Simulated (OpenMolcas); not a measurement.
**Multiconfigurational calculation on Mn2+**

Mn2+ among 6 point charges of -1.3 e arranged as an octahedron (Oh), 2.15 Å from the ion. With inversion symmetry the input lists one of each pair of outer charges.

Input:

```
&GATEWAY
Coord
1

Mn 0.0 0.0 0.0
Basis=ANO-RCC-VTZP
Group=XYZ
NoMove
AngMom=0.0 0.0 0.0
AMFI
XField
3 Angstrom 0
2.150000 0.000000 0.000000 -1.300000
0.000000 2.150000 0.000000 -1.300000
0.000000 0.000000 2.150000 -1.300000
&SEWARD
* reference wave functions (RASSCF and RASSI steps not shown): 5 electrons in 5 orbitals (3d)
>>> COPY JOB001 $Project.JobIph
&CASPT2
Multistate=1 1
Frozen=2 3
IPEA=0.25
Imaginary=0.1
MaxIter=60
WThr=0.0 0.3 0.05
PrWF=0.5
NoMix
>>> COPY JOB002 $Project.JobIph
&CASPT2
Multistate=24 1 2 3 4 5 6 7 8 9 10 11 12 13 14 15 16 17 18 19 20 21 22
23 24
NoMult
Frozen=2 3
IPEA=0.25
Imaginary=0.1
MaxIter=60
WThr=0.0 0.3 0.05
PrWF=0.5
NoMix
>>> COPY JOB003 $Project.JobIph
&CASPT2
Multistate=75 1 2 3 4 5 6 7 8 9 10 11 12 13 14 15 16 17 18 19 20 21 22
23 24 25 26 27 28 29 30 31 32 33 34 35 36 37 38 39 40 41 42 43 44 45 46
47 48 49 50 51 52 53 54 55 56 57 58 59 60 61 62 63 64 65 66 67 68 69 70
71 72 73 74 75
NoMult
Frozen=2 3
IPEA=0.25
Imaginary=0.1
MaxIter=60
WThr=0.0 0.3 0.05
PrWF=0.5
NoMix
```

Launched by
```bash
OMP_NUM_THREADS=1 MOLCAS_MEM=1689 MOLCAS_PROJECT=a pymolcas a.inp > a.log  # once for each step of the input, in one work folder
```

Output, cut to the results:

```
--- CASPT2 ---
Orbital specifications:
      -----------------------

      Symmetry species                           1   2
                                                ag  au
      Frozen orbitals                            2   3
      Inactive orbitals                          1   3
      Active orbitals                            5   0
      Secondary orbitals                        22  23
      Deleted orbitals                           0   0
      Number of basis functions                 30  29
Type of calculation                        SS-CASPT2
      Fock operator                              state-specific
      IPEA shift                                 0.25
      Real shift                                 0.00
      Imaginary shift                            0.10
      The input orbitals will be transformed to quasi-canonical
Reference energy:       -1160.4493082509
      E2 (Non-variational):      -0.4195632858
      Shift correction:          -0.0001328533
      E2 (Variational):          -0.4196961391
      Total energy:           -1160.8690043900
      Residual norm:              0.0000002893
      Reference weight:           0.94461
      Contributions to the CASPT2 correlation energy
      Active & Virtual Only:         -0.0794619977
      One Inactive Excited:          -0.2169425979
      Two Inactive Excited:          -0.1231586902
::    CASPT2 Root  1     Total energy:  -1160.86900439
--- CASPT2 ---
Orbital specifications:
      -----------------------

      Symmetry species                           1   2
                                                ag  au
      Frozen orbitals                            2   3
      Inactive orbitals                          1   3
      Active orbitals                            5   0
      Secondary orbitals                        22  23
      Deleted orbitals                           0   0
      Number of basis functions                 30  29
Type of calculation                        SS-CASPT2
      Fock operator                              state-specific
      IPEA shift                                 0.25
      Real shift                                 0.00
      Imaginary shift                            0.10
      The input orbitals will be transformed to quasi-canonical
Reference energy:       -1160.3074164198
      E2 (Non-variational):      -0.4390243831
      Shift correction:          -0.0002049341
      E2 (Variational):          -0.4392293172
      Total energy:           -1160.7466457370
      Residual norm:              0.0000004956
      Reference weight:           0.93856
      Contributions to the CASPT2 correlation energy
      Active & Virtual Only:         -0.0923905115
      One Inactive Excited:          -0.2215848353
      Two Inactive Excited:          -0.1250490362
Reference energy:       -1160.3074164198
      E2 (Non-variational):      -0.4390420188
      Shift correction:          -0.0002046982
      E2 (Variational):          -0.4392467169
      Total energy:           -1160.7466631367
      Residual norm:              0.0000004959
      Reference weight:           0.93856
      Contributions to the CASPT2 correlation energy
      Active & Virtual Only:         -0.0923970807
      One Inactive Excited:          -0.2215928053
      Two Inactive Excited:          -0.1250521327
::    CASPT2 Root  1     Total energy:  -1160.74664574
::    CASPT2 Root  2     Total energy:  -1160.74666314
::    CASPT2 Root  3     Total energy:  -1160.74606240
::    CASPT2 Root  4     Total energy:  -1160.74427559
::    CASPT2 Root  5     Total energy:  -1160.74427596
::    CASPT2 Root  6     Total energy:  -1160.74425711
::    CASPT2 Root  7     Total energy:  -1160.74282444
::    CASPT2 Root  8     Total energy:  -1160.74262107
::    CASPT2 Root  9     Total energy:  -1160.74107820
::    CASPT2 Root 10     Total energy:  -1160.71856497
::    CASPT2 Root 11     Total energy:  -1160.71909284
::    CASPT2 Root 12     Total energy:  -1160.71923365
::    CASPT2 Root 13     Total energy:  -1160.71950460
::    CASPT2 Root 14     Total energy:  -1160.71952608
::    CASPT2 Root 15     Total energy:  -1160.71928741
::    CASPT2 Root 16     Total energy:  -1160.71618683
::    CASPT2 Root 17     Total energy:  -1160.71636722
::    CASPT2 Root 18     Total energy:  -1160.66370556
::    CASPT2 Root 19     Total energy:  -1160.66397653
::    CASPT2 Root 20     Total energy:  -1160.66392231
::    CASPT2 Root 21     Total energy:  -1160.65743569
::    CASPT2 Root 22     Total energy:  -1160.65710771
::    CASPT2 Root 23     Total energy:  -1160.65710776
::    CASPT2 Root 24     Total energy:  -1160.65835390
--- CASPT2 ---
Orbital specifications:
      -----------------------

      Symmetry species                           1   2
                                                ag  au
      Frozen orbitals                            2   3
      Inactive orbitals                          1   3
      Active orbitals                            5   0
      Secondary orbitals                        22  23
      Deleted orbitals                           0   0
      Number of basis functions                 30  29
Type of calculation                        SS-CASPT2
      Fock operator                              state-specific
      IPEA shift                                 0.25
      Real shift                                 0.00
      Imaginary shift                            0.10
      The input orbitals will be transformed to quasi-canonical
Reference energy:       -1160.2465368782
      E2 (Non-variational):      -0.4443631805
      Shift correction:          -0.0002979952
      E2 (Variational):          -0.4446611757
      Total energy:           -1160.6911980539
      Residual norm:              0.0000001406
      Reference weight:           0.93483
      Contributions to the CASPT2 correlation energy
      Active & Virtual Only:         -0.0944521976
      One Inactive Excited:          -0.2304195731
...
```

Spin-orbit levels above the lowest (labels of O, the rotations of Oh), with the averaged single-state CASPT2 energies on the diagonal:

```csv
E (cm-1),Degeneracy,Label,2S+1,g
0,6,,6,
26870,2,Γ7,4,2.27 2.27 2.27
26880,4,Γ8,4,
26900,4,Γ8,4,
26920,2,Γ6,4,2.91 2.91 2.91
27320,2,Γ7,4,1.71 1.71 1.71
27360,4,Γ8,4,
27400,2,Γ6,4,3.86 3.86 3.86
27400,4,Γ8,4,
27710,2,Γ7,4,2.15 2.15 2.15
27710,4,Γ8,4,
27720,2,Γ6,4,1.74 1.74 1.74
28070,4,Γ8,4,
32390,4,Γ8,4,
32580,4,Γ8,4,
32630,2,Γ7,4,1.73 1.73 1.73
32660,2,Γ6,4,0.16 0.16 0.16
33000,2,Γ7,4,3.52 3.52 3.52
33000,2,Γ6,4,0.80 0.80 0.80
33040,4,Γ8,4,
```

Roots that are degenerate in the reference are averaged as groups; the widest CASPT2 spread within a group is 240 cm-1 (the 3-fold group of multiplicity 2 near 39600 cm-1 above the lowest state of its run). Shifts and gaps below about the spread of the groups concerned are not significant. Free-ion shares, where given, are those of the reference states; single-state CASPT2 does not remix them. Point charges carry no covalency, so the field is a model and not that of real ligands. No measured value stands beside these numbers.

The CASPT2 steps took 9.8 s on 1 thread of Intel(R) Xeon(R) 6975P-C (Granite Rapids), with other jobs on the host; the integral step is not counted.
